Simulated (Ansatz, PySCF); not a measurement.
Sn(Cl)2(Br)(NH2) (BrCl2H2NSn), SMILES [NH2][Sn]([Cl])([Cl])[Br]. Atoms are numbered in the order given.

```xyz
7

N      2.3240    -0.3072    -0.4838
Sn     0.3365     0.0436    -0.3094
Cl    -0.7374    -1.2082    -1.9599
Cl    -0.0042     2.3179    -0.7042
Br    -0.7238    -0.5137     1.8733
H      2.5323    -1.2964    -0.3265
H      2.8485     0.2280     0.2127
```

Geometry optimised at r2SCAN-D4/def2-SVP. The def2 effective core potentials stand for the cores of Sn; spin–orbit coupling is left out. Other conformers were not sampled.

Two levels are set side by side: PBE-D3(BJ)/def2-SVP (Ansatz, a program for electronic structure) and r2SCAN-D4/def2-SVP (Ansatz). Each level has its own optimised geometry; the coordinates shown are those of the second. Frequencies come from the Hessian of PySCF at each geometry. Differences are taken from unrounded values.

```json
[
 {"quantity": "mean bond length (Å)", "r2SCAN-D4": "1.871"},
 {"quantity": "bond N1–Sn2 (Å)", "r2SCAN-D4": "2.026"},
 {"quantity": "bond Sn2–Cl3 (Å)", "r2SCAN-D4": "2.333"},
 {"quantity": "bond Sn2–Cl4 (Å)", "r2SCAN-D4": "2.333"},
 {"quantity": "bond Sn2–Br5 (Å)", "r2SCAN-D4": "2.490"},
 {"quantity": "bond N1–H6 (Å)", "r2SCAN-D4": "1.023"},
 {"quantity": "bond N1–H7 (Å)", "r2SCAN-D4": "1.023"},
 {"quantity": "highest harmonic wavenumber (cm⁻¹)", "r2SCAN-D4": "3595"},
 {"quantity": "mean harmonic wavenumber (cm⁻¹)", "r2SCAN-D4": "825"},
 {"quantity": "zero-point energy (kcal/mol)", "r2SCAN-D4": "17.70"}
]
```

Problem. What does PBE-D3(BJ) give, and how far is it from r2SCAN-D4? (An estimate is asked for; the answer gives what the named calculation found.)

Solution. 
```tsv
quantity	PBE-D3(BJ)	PBE-D3(BJ) minus r2SCAN-D4
mean bond length (Å)	1.887	0.016
bond N1–Sn2 (Å)	2.050	0.025
bond Sn2–Cl3 (Å)	2.350	0.017
bond Sn2–Cl4 (Å)	2.350	0.017
bond Sn2–Br5 (Å)	2.510	0.020
bond N1–H6 (Å)	1.032	0.009
bond N1–H7 (Å)	1.032	0.009
highest harmonic wavenumber (cm⁻¹)	3488	-106
mean harmonic wavenumber (cm⁻¹)	802	-23
zero-point energy (kcal/mol)	17.20	-0.50
```
